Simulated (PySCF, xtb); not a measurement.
H4Se2Si, SMILES [SeH][SiH2][SeH]. The values are those of a single conformer.

Harmonic wavenumbers (cm⁻¹) from GFN2-xTB in xtb at its own minimum, in rising order: 84, 91, 137, 321, 398, 417, 533, 562, 616, 693, 739, 2081, 2089, 2312, 2313.

Problem. What does PBE-D3(BJ)/def2-SVP (PySCF) give at its own minimum? (The exact figures need the calculation; the answer reports its results.)

Solution. 92, 198, 203, 336, 423, 429, 563, 651, 748, 806, 881, 2161, 2176, 2357, 2358. Paired by order, the mean absolute difference is 66 cm⁻¹ and the zero-point energies are 19.1 and 20.6 kcal/mol.
